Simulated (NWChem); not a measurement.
System: C2H7FOSi; SMILES CO[Si@H](C)F

Output (shortened):

```
             Northwest Computational Chemistry Package (NWChem) 7.3.0
             --------------------------------------------------------

                             Geometry "geometry" -> ""
                             -------------------------

 Output coordinates in angstroms (scale by  1.889725989 to convert to a.u.)

  No.       Tag          Charge          X              Y              Z
 ---- ---------------- ---------- -------------- -------------- --------------
    1 C                    6.0000    -0.13472500     2.03590300     0.50150400
    2 O                    8.0000     0.06459600     1.14874800    -0.56454400
    3 Si                  14.0000     0.12685500    -0.49738900    -0.48163700
    4 C                    6.0000    -1.38006700    -1.24077100     0.31128300
    5 F                    9.0000     1.40745400    -0.93184500     0.42660600
    6 H                    1.0000     0.67018900     1.96109200     1.25334800
    7 H                    1.0000    -1.10029200     1.86461700     1.01179700
    8 H                    1.0000    -0.13965300     3.06400400     0.10927100
    9 H                    1.0000     0.36819900    -0.96096900    -1.86756200
   10 H                    1.0000    -1.30391300    -2.33916300     0.32666400
   11 H                    1.0000    -2.29119000    -0.96866600    -0.24381400
   12 H                    1.0000    -1.49505700    -0.89966500     1.35199700

 Effective nuclear repulsion energy (a.u.)     253.0005840894

  pbe96 is a nonlocal functional; adding pw91lda local functional.

                                 NWChem DFT Module
                                 -----------------

 Summary of "ao basis" -> "ao basis" (spherical)
 ------------------------------------------------------------------------------
       Tag                 Description            Shells   Functions and Types
 ---------------- ------------------------------  ------  ---------------------
 C                          def2-svp                 6       14   3s2p1d
 O                          def2-svp                 6       14   3s2p1d
 Si                         def2-svp                 8       18   4s3p1d
 F                          def2-svp                 6       14   3s2p1d
 H                          def2-svp                 3        5   2s1p

 in cosmo_initialize ...
 calling solv_data for solv:methanol

 solvent parameters
 solvname_short: methanol
 solvname_long:  methanol
 dielec:       32.6130
 dielecinf:     1.7657
 nonaqueous SMD model solvent descriptors
 dielec:       32.6130
 sola:          0.4300
 solb:          0.4700
 solc:          0.0000
 solg:         31.7700
 solh:          0.0000
 soln:          1.3288

          ---------------
          -cosmo- solvent
          ---------------
 Cosmo: York-Karplus, doi: 10.1021/jp992097l
 dielectric constant -eps-     =  32.61
 screen = (eps-1)/(eps    )    =   0.96934
 surface charge correction     = lagrangian

   van der Waals surface
 --------------------------

[...]

                                COSMO-SMD solvation results
                                ---------------------------

             internal energy in gas <Psi(g)|H|Psi(g)> =      -544.353395877839
         internal energy in solvent <Psi(s)|H|Psi(s)> =      -544.352425453504
                               delta internal energy  =         0.000970424335 (    0.61 kcal/mol)
   total free energy in solvent <Psi(s)|H+V/2|Psi(s)> =      -544.360011580305
 polarization energy contribution <Psi(s)|V/2|Psi(s)> =        -0.007586126802 (   -4.76 kcal/mol)
    total free energy in solvent including G(SMD-CDS) =      -544.357941790737
                       G(SMD-CDS) energy contribution =         0.002069789568 (    1.30 kcal/mol)
     1 M fixed-concentration free energy of solvation =        -0.004545912898 (   -2.85 kcal/mol)

                       DFT Final Molecular Orbital Analysis
                       ------------------------------------

 Vector   23  Occ=2.000000D+00  E=-2.914775D-01
              MO Center= -4.0D-02, -8.2D-02, -3.5D-01, r^2= 4.2D+00
   Bfn.  Coefficient  Atom+Function         Bfn.  Coefficient  Atom+Function
  ----- ------------  ---------------      ----- ------------  ---------------
    90      0.260997   9 H  s                50     -0.210008   4 C  px
    66     -0.207672   5 F  pz               91      0.182723   9 H  s
    38     -0.176810   3 Si pz               64      0.174151   5 F  px
    19      0.166919   2 O  py               85     -0.166656   8 H  s
    69      0.149487   5 F  pz                5     -0.142976   1 C  py

 Vector   24  Occ=2.000000D+00  E=-2.621887D-01
              MO Center= -9.2D-03,  9.7D-01, -1.9D-01, r^2= 3.0D+00
   Bfn.  Coefficient  Atom+Function         Bfn.  Coefficient  Atom+Function
  ----- ------------  ---------------      ----- ------------  ---------------
    20      0.365591   2 O  pz               23      0.269766   2 O  pz
    19     -0.225963   2 O  py               75     -0.203968   6 H  s
    85      0.195358   8 H  s                 6     -0.179927   1 C  pz
    18      0.177015   2 O  px               22     -0.158301   2 O  py
    50     -0.156246   4 C  px               21      0.132090   2 O  px

 Vector   25  Occ=2.000000D+00  E=-2.457167D-01
              MO Center= -1.8D-01,  8.7D-01, -1.4D-01, r^2= 2.7D+00
   Bfn.  Coefficient  Atom+Function         Bfn.  Coefficient  Atom+Function
  ----- ------------  ---------------      ----- ------------  ---------------
    18      0.488673   2 O  px               21      0.366268   2 O  px
    80      0.220963   7 H  s                 4     -0.187459   1 C  px
    75     -0.155017   6 H  s                49      0.150582   4 C  s
    81      0.151064   7 H  s                50      0.142319   4 C  px
    19      0.110445   2 O  py               53      0.110376   4 C  px

 Vector   26  Occ=0.000000D+00  E= 3.088741D-02
              MO Center=  2.3D-01, -3.3D-01, -1.8D-01, r^2= 4.6D+00
   Bfn.  Coefficient  Atom+Function         Bfn.  Coefficient  Atom+Function
  ----- ------------  ---------------      ----- ------------  ---------------
    39      0.726650   3 Si px                3     -0.585714   1 C  s
    76      0.548307   6 H  s                63     -0.477462   5 F  s
    41      0.452032   3 Si pz               32      0.364380   3 Si s
   101      0.362196  11 H  s                49     -0.359614   4 C  s
    40     -0.346689   3 Si py               86      0.310900   8 H  s

 Vector   27  Occ=0.000000D+00  E= 3.574497D-02
              MO Center= -8.2D-01,  1.7D-01,  1.8D-01, r^2= 6.0D+00
   Bfn.  Coefficient  Atom+Function         Bfn.  Coefficient  Atom+Function
  ----- ------------  ---------------      ----- ------------  ---------------
    49      1.487848   4 C  s                 3      0.959414   1 C  s
    32     -0.856062   3 Si s                81     -0.664228   7 H  s
    96     -0.641301  10 H  s                17      0.555800   2 O  s
   106     -0.538744  12 H  s               101     -0.463594  11 H  s
    40     -0.435806   3 Si py               86     -0.412467   8 H  s

 Vector   28  Occ=0.000000D+00  E= 4.462568D-02
              MO Center= -2.1D-01, -4.5D-01, -1.3D-01, r^2= 5.2D+00
   Bfn.  Coefficient  Atom+Function         Bfn.  Coefficient  Atom+Function
  ----- ------------  ---------------      ----- ------------  ---------------
    49      1.527243   4 C  s                40      0.904409   3 Si py
   106     -0.788525  12 H  s                17     -0.624527   2 O  s
    39      0.554859   3 Si px                3      0.341516   1 C  s
    81     -0.342573   7 H  s               101     -0.318342  11 H  s
    32     -0.240995   3 Si s                96     -0.240538  10 H  s

     Multipole analysis of the density
     ---------------------------------

     L   x y z        total         alpha         beta         nuclear
     -   - - -        -----         -----         ----         -------
     0   0 0 0     -0.000000    -25.000000    -25.000000     50.000000

     1   1 0 0     -0.863767     -0.979295     -0.979295      1.094822
     1   0 1 0      0.150922     -0.238210     -0.238210      0.627342
     1   0 0 1      0.437939      0.787204      0.787204     -1.136468

     2   2 0 0    -28.575529    -86.821853    -86.821853    145.068176
     2   1 1 0      1.186568     -2.317768     -2.317768      5.822104
     2   1 0 1     -0.556332      2.562637      2.562637     -5.681605
     2   0 2 0    -25.706758   -157.116646   -157.116646    288.526534
     2   0 1 1      2.159225     -4.502591     -4.502591     11.164406
     2   0 0 2    -28.270393    -45.585677    -45.585677     62.900960
```

Level: PBE/def2-SVP, SMD on the gas-phase geometry. The geometry was optimised at PBE0/def2-SVP. Not confirmed as a minimum by frequencies. Solvent: methanol.

Q: Write an input that gives this output.

A: One answer among several that fit: the input that was run:
```
start job
memory heap 200 mb stack 900 mb global 1100 mb
geometry units angstroms noautosym nocenter noautoz
  C     -0.134725     2.035903     0.501504
  O      0.064596     1.148748    -0.564544
  Si     0.126855    -0.497389    -0.481637
  C     -1.380067    -1.240771     0.311283
  F      1.407454    -0.931845     0.426606
  H      0.670189     1.961092     1.253348
  H     -1.100292     1.864617     1.011797
  H     -0.139653     3.064004     0.109271
  H      0.368199    -0.960969    -1.867562
  H     -1.303913    -2.339163     0.326664
  H     -2.291190    -0.968666    -0.243814
  H     -1.495057    -0.899665     1.351997
end
basis spherical
  * library def2-svp
end
dft
  xc xpbe96 cpbe96
  iterations 150
end
cosmo
  do_cosmo_smd true
  solvent methanol
end
task dft energy
```
